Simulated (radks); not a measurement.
Question: Coherent X-ray form factor from a spherical all-electron density. Method: scalar-relativistic Kohn-Sham, B86b exchange with PBE correlation, spin-unpolarised, spherical densities, point nucleus; computed with a radial shooting solver on a logarithmic mesh with Libxc functionals.

sin(theta)/lambda (1/angstrom),f0 (electrons)
0.05,26.356
0.1,24.778
0.15,22.883
0.2,21.014
0.25,19.256
0.3,17.611
0.4,14.658
0.5,12.221
0.6,10.341
0.8,7.978
1,6.741
1.25,5.768
1.5,4.930
2,3.421

The species is in the configuration that NIST lists as its ground one. Which atom or ion scatters so?

Answer: Neutral cobalt, [Ar] 3d7 4s2. Extrapolating in s^2 from the first two rows gives f0(0) = 26.9, near the electron count 27; among species with that count, the fall with angle is slower the higher Z, and the table is that of Z = 27; from so few rows the species is fixed only to a neighbour or two.
